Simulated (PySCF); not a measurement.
## Broadened absorption spectrum of C5H12N2

C5H12N2.
SMILES with atom numbers: `[CH3:1][C@H:2]1[CH2:3][CH2:4][N:5]([CH3:6])[NH:7]1` (hydrogens: H8, H9, H10 on C1; H11 on C2; H12, H13 on C3; H14, H15 on C4; H16, H17, H18 on C6; H19 on N7)

The calculation used TDDFT B3LYP/def2-SVPD, vertical, gas phase, core orbitals frozen in the response in PySCF 2.14.0, density-fitted response routines. Geometry: GFN2-xTB, one conformer, isolated molecule.

Computed states:

```tsv
state	E (eV)	f
S1	5.62	0.011
S2	6.12	0.020
S3	6.21	0.0010
S4	6.36	0.0018
S5	6.67	0.017
S6	6.75	0.0049
S7	6.84	0.0028
S8	7.20	0.0012
```

Each state is given a Gaussian of 0.5 eV full width at half maximum, with ε(max) = 2.175×10⁸ f / Δν̃ (Δν̃ the width in cm⁻¹). The width is an assumption, not a result. The curve ends short of the highest state used, and states not computed would add to its high-energy end.

(1) What does the envelope look like, and where are its maxima?

(2) On this curve, what absorbance would a 10⁻⁴ mol/L sample give at 248 nm over a 1 cm path?

(3) Coming from long wavelengths, where does ε first pass 100 L mol⁻¹ cm⁻¹?

Answers

(1) 
```json
{"E (eV)": "4.87", "ε (L mol⁻¹ cm⁻¹)": "1"}
{"E (eV)": "4.93", "ε (L mol⁻¹ cm⁻¹)": "3"}
{"E (eV)": "4.99", "ε (L mol⁻¹ cm⁻¹)": "8"}
{"E (eV)": "5.05", "ε (L mol⁻¹ cm⁻¹)": "17"}
{"E (eV)": "5.11", "ε (L mol⁻¹ cm⁻¹)": "35"}
{"E (eV)": "5.17", "ε (L mol⁻¹ cm⁻¹)": "65"}
{"E (eV)": "5.23", "ε (L mol⁻¹ cm⁻¹)": "113"}
{"E (eV)": "5.29", "ε (L mol⁻¹ cm⁻¹)": "182"}
{"E (eV)": "5.35", "ε (L mol⁻¹ cm⁻¹)": "271"}
{"E (eV)": "5.41", "ε (L mol⁻¹ cm⁻¹)": "373"}
{"E (eV)": "5.47", "ε (L mol⁻¹ cm⁻¹)": "477"}
{"E (eV)": "5.53", "ε (L mol⁻¹ cm⁻¹)": "568"}
{"E (eV)": "5.59", "ε (L mol⁻¹ cm⁻¹)": "635"}
{"E (eV)": "5.65", "ε (L mol⁻¹ cm⁻¹)": "677"}
{"E (eV)": "5.71", "ε (L mol⁻¹ cm⁻¹)": "703"}
{"E (eV)": "5.77", "ε (L mol⁻¹ cm⁻¹)": "733"}
{"E (eV)": "5.83", "ε (L mol⁻¹ cm⁻¹)": "785"}
{"E (eV)": "5.89", "ε (L mol⁻¹ cm⁻¹)": "869"}
{"E (eV)": "5.95", "ε (L mol⁻¹ cm⁻¹)": "981"}
{"E (eV)": "6.01", "ε (L mol⁻¹ cm⁻¹)": "1097"}
{"E (eV)": "6.07", "ε (L mol⁻¹ cm⁻¹)": "1191"}
{"E (eV)": "6.13", "ε (L mol⁻¹ cm⁻¹)": "1236"}
{"E (eV)": "6.19", "ε (L mol⁻¹ cm⁻¹)": "1226"}
{"E (eV)": "6.25", "ε (L mol⁻¹ cm⁻¹)": "1175"}
{"E (eV)": "6.30", "ε (L mol⁻¹ cm⁻¹)": "1122"}
{"E (eV)": "6.36", "ε (L mol⁻¹ cm⁻¹)": "1076"}
{"E (eV)": "6.42", "ε (L mol⁻¹ cm⁻¹)": "1074"}
{"E (eV)": "6.48", "ε (L mol⁻¹ cm⁻¹)": "1125"}
{"E (eV)": "6.54", "ε (L mol⁻¹ cm⁻¹)": "1213"}
{"E (eV)": "6.60", "ε (L mol⁻¹ cm⁻¹)": "1305"}
```

Maxima: 202 nm (6.15 eV), ε about 1200, made up of S2 (85%) (ε in L mol⁻¹ cm⁻¹; maxima over ε = 5, shares over 10%). At its high-energy end, 6.60 eV, the curve is still rising (ε about 1300, from S5 and S6).

(2) 248 nm is 4.999 eV, where ε is about 8.7 L mol⁻¹ cm⁻¹, so A = ε c l ≈ 0.00087 (Beer–Lambert, with the gas-phase spectrum and the assumed width).

(3) At about 238 nm (5.22 eV), 0.40 eV below S1.

Rough CPU time on one thread of a shared machine: about 1.9 min (with the writing of density and orbital grids).
